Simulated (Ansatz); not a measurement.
The inner images of a band of CH₇BN₂O (12 atoms, charge 0, multiplicity 1) are given out of order.

Level of theory: RKS BHLYP-D4/6-31G (Ansatz).

Initial state:

```xyz
12
Properties=species:S:1:pos:R:3
N -0.861 0.949 0.763
B -0.012 -0.119 0.416
N 0.254 -1.209 1.275
C 0.677 -0.047 -1.011
O 0.033 0.922 -1.891
H -1.350 1.037 1.629
H -0.945 1.725 0.137
H -0.107 -1.280 2.205
H 0.832 -1.978 1.002
H 1.700 0.309 -0.919
H 0.732 -1.022 -1.502
H -0.876 0.656 -2.069
```

Final state:

```xyz
12
Properties=species:S:1:pos:R:3
N -0.855 0.953 0.765
B -0.011 -0.118 0.416
N 0.249 -1.212 1.272
C 0.678 -0.047 -1.011
O 0.032 0.919 -1.892
H -1.345 1.041 1.631
H -0.938 1.730 0.139
H 0.822 -1.983 0.997
H -0.113 -1.283 2.201
H 1.700 0.313 -0.918
H 0.736 -1.022 -1.501
H -0.878 0.654 -2.066
```

Problem. Put them in order from the first end to the last, with their energies above the first end.
A.
```xyz
12
Properties=species:S:1:pos:R:3
N -0.714 1.009 0.831
B 0.039 -0.098 0.426
N 0.348 -1.192 1.316
C 0.505 -0.129 -1.089
O -0.032 0.978 -1.876
H -0.981 1.167 1.781
H -0.858 1.771 0.197
H -0.343 -1.715 1.809
H 1.275 -1.538 1.436
H 1.584 -0.056 -1.189
H 0.221 -1.083 -1.542
H -0.966 0.831 -2.064
```
B.
```xyz
12
Properties=species:S:1:pos:R:3
N -0.391 1.129 0.903
B 0.051 -0.104 0.416
N 0.380 -1.206 1.294
C 0.271 -0.220 -1.146
O -0.238 0.919 -1.901
H -0.601 1.288 1.867
H -0.539 1.898 0.279
H -0.026 -2.112 1.203
H 1.112 -1.159 1.971
H 1.346 -0.209 -1.325
H -0.090 -1.161 -1.567
H -1.199 0.882 -1.960
```
C.
```xyz
12
Properties=species:S:1:pos:R:3
N -0.555 1.082 0.869
B 0.042 -0.093 0.423
N 0.355 -1.187 1.343
C 0.387 -0.177 -1.120
O -0.129 0.946 -1.897
H -0.787 1.229 1.831
H -0.709 1.849 0.244
H -0.252 -1.970 1.471
H 1.277 -1.321 1.706
H 1.466 -0.143 -1.257
H 0.062 -1.126 -1.553
H -1.080 0.856 -2.026
```
D.
```xyz
12
Properties=species:S:1:pos:R:3
N -0.832 0.949 0.791
B 0.015 -0.113 0.426
N 0.318 -1.192 1.298
C 0.595 -0.095 -1.051
O 0.046 0.996 -1.852
H -1.189 1.093 1.712
H -0.962 1.707 0.151
H -0.239 -1.435 2.090
H 1.119 -1.776 1.178
H 1.671 0.055 -1.073
H 0.405 -1.050 -1.546
H -0.869 0.806 -2.090
```
E.
```xyz
12
Properties=species:S:1:pos:R:3
N -0.253 1.159 0.919
B 0.080 -0.108 0.413
N 0.406 -1.209 1.254
C 0.184 -0.255 -1.160
O -0.346 0.892 -1.888
H -0.403 1.355 1.887
H -0.379 1.927 0.290
H 0.281 -2.160 0.980
H 0.813 -1.102 2.159
H 1.241 -0.273 -1.418
H -0.238 -1.185 -1.548
H -1.308 0.902 -1.853
```

Solution. D (+0.11 eV), A (+0.48 eV), C (+0.72 eV), B (+0.50 eV), E (+0.14 eV).

Run time: 2.1 min on 1 thread of Arm Neoverse V1, on a shared host, peak memory 0.13 GiB.
